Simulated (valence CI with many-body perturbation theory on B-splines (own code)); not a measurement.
**Pb³³⁺: calculated level list**

Computed by configuration interaction combined with many-body perturbation theory (CI+MBPT): three valence electrons over a frozen Dirac-Fock core [Kr] 4d10, radial functions for each j: 7 s, 7 p, 7 d, 7 f, 4 g, 2 h, with the one-electron correlation potential Σ1, the two-electron term Σ2, the three-electron term Σ3, Breit, model QED; selected CI, second order for the rest, scaled by the run's own slope (own B-spline code, finite nucleus).

The last digits are not significant, and no measured levels were compared; by estimate large intervals hold to a few tenths of a per cent, small ones and those within an open d or f shell to about a per cent. Excitations out of the core, of the other parity, are not computed and may begin above about 198 eV (a cautious bound); beyond it only levels of the ground parity were kept, without lifetimes.

Levels 91 to 110 of 110, with energies above the lowest level, (4f5/2^3) J=9/2. "Leading %" is the weight of the configuration and term that name the level; weights of strongly mixed levels are sums over their largest components and can fall short. In the jj column 3d3/2^4 stands for four electrons in 3d with j = 3/2.

```
No.  Configuration  Term     J  E (cm⁻¹)  Leading %  Second component                Leading jj
 91         4f2.5p   2G°   9/2   2801900         58   19 % 4f2.5p 4G°      4f7/2^2 5p3/2 (59 %)
 92         4f2.5p   4D°   7/2   2802500         44   30 % 4f2.5p 2F°  4f5/2 4f7/2 5p3/2 (91 %)
 93         4f2.5p   2P°   3/2   2806000         42   18 % 4f2.5p 2D°  4f5/2 4f7/2 5p3/2 (53 %)
 94         4f2.5p   2D°   5/2   2813100         50   14 % 4f2.5p 4P°  4f5/2 4f7/2 5p3/2 (85 %)
 95         4f2.5p   2H°  11/2   2817300         46   41 % 4f2.5p 4G°      4f7/2^2 5p3/2 (92 %)
 96         4f2.5p   2I°  13/2   2818300         57   23 % 4f2.5p 2K°      4f7/2^2 5p3/2 (68 %)
 97         4f2.5p   4D°   5/2   2819900         32   24 % 4f2.5p 2F°      4f7/2^2 5p3/2 (65 %)
 98         4f2.5p   2G°   9/2   2822800         42   35 % 4f2.5p 4F°      4f7/2^2 5p3/2 (78 %)
 99         4f2.5p   2D°   3/2   2824600         54   18 % 4f2.5p 4P°  4f5/2 4f7/2 5p3/2 (90 %)
100         4f2.5p   4D°   5/2   2826900         31   28 % 4f2.5p 4P°  4f5/2 4f7/2 5p3/2 (67 %)
101         4f2.5p   2F°   7/2   2827000         53   19 % 4f2.5p 4D°      4f7/2^2 5p3/2 (97 %)
102         4f2.5p   2H°  11/2   2832200         47   33 % 4f2.5p 2I°      4f7/2^2 5p3/2 (71 %)
103         4f2.5p   2P°   1/2   2834900         49   23 % 4f2.5p 4P°  4f5/2 4f7/2 5p3/2 (71 %)
104         4f2.5p   2K°  15/2   2843200         85   15 % 4f2.5p 4I°      4f7/2^2 5p3/2 (50 %)
105         4f2.5p   2H°   9/2   2857700         75   15 % 4f2.5p 2G°      4f7/2^2 5p3/2 (60 %)
106         4f2.5p   2P°   1/2   2862100         78   13 % 4f2.5p 2S°      4f7/2^2 5p3/2 (68 %)
107         4f2.5p   4D°   7/2   2864500         51   41 % 4f2.5p 2F°      4f7/2^2 5p3/2 (96 %)
108         4f2.5p   2P°   3/2   2875100         53   29 % 4f2.5p 2D°      4f7/2^2 5p3/2 (84 %)
109         4f2.5p   2D°   5/2   2878200         53   32 % 4f2.5p 4P°      4f7/2^2 5p3/2 (95 %)
110         4f2.5p   2P°   3/2   2955500         86    4 % 4f2.5p 4P°      4f7/2^2 5p3/2 (90 %)
```

Where two levels of one J and parity lie close, their mixing, g and order are uncertain.
